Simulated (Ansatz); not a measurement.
Ansatz (a quantum-chemistry and plane-wave program) input (B3LYP-D3(BJ)/def2-TZVP):

Ansatz 0.2 input:
```yaml
crystal:
  periodic: [false, false, false]
  atoms:
    - {symbol: Li, position_ang: [-0.71250378, -0.68008069, -0.69927879]}
    - {symbol: Cl, position_ang: [0.70897590, 0.67909201, 0.66878732]}
basis:
  gaussian:
    orbitals: def2-TZVP
hamiltonian:
  xc: b3lyp
  dispersion: d3bj
total_charge: -1
magnetization: {spin_polarized: true, initial_magnetization: 1}
relax: {f_tol: 0.002, max_steps: 150}
```

End of the output:

```
mean field evaluation 32: about -12730.8363 eV, gradient 4.0e-2 eV
mean field -12730.83628729 eV, -467.8496042871 hartree, gradient 2.9e-5 eV, S^2 0.750121; 0 other end points of the search recorded, 0 dependent functions left out
the calculation of the forces begins
reference -12730.83646547 eV, -467.8496108353 hartree; 11, 10 occupied and 40, 41 virtual orbitals, 392 factors
relax step   4: F+E_penalty+E_count = -12730.87567879 eV  Δ(F+E_penalty+E_count) = -5.170e-4 eV  max|allowed force component| = 1.527e-3 eV/Å  Δτ_max = 0.0073 Å  (25 SCF iters, accepted)
integrals: 0.01 GiB planned
392 factors; their error is unknown
mean field: 0.13 GiB planned
mean field -12730.83628729 eV, -467.8496042871 hartree, gradient 2.9e-5 eV, S^2 0.750121; 1 other end points of the search recorded, 0 dependent functions left out
the calculation of the forces begins
reference -12730.83646547 eV, -467.8496108353 hartree; 11, 10 occupied and 40, 41 virtual orbitals, 392 factors
Total energy: -12730.87585698 eV, -467.8510584464 hartree
Atom 0 at    -0.635941    -0.606874    -0.625593 Å, force    -0.001527    -0.001460    -0.001470 eV/Å
Atom 1 at     0.632413     0.605885     0.595101 Å, force     0.001527     0.001460     0.001470 eV/Å
Dipole moment:     0.658523     0.629659     0.633779 e Å
```
